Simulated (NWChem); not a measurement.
Species: TiI$_{3}$ cation; SMILES [I][Ti+]([I])[I]

Not confirmed as a minimum by frequencies. This spin state was assumed; another may lie lower. def2 effective core potentials on I; no spin-orbit coupling.

Q: Give the equilibrium geometry at PBE0/def2-SVP with def2 effective core potentials on I (NWChem) as a list of bonds and angles, with the point group.

A: point group C3v; any orientation.
Bond lengths (Å): Ti1–I2 2.464, Ti1–I3 2.464, Ti1–I4 2.464. Bond angles (°): I2–Ti1–I3 110.6, I2–Ti1–I4 110.6, I3–Ti1–I4 110.6.
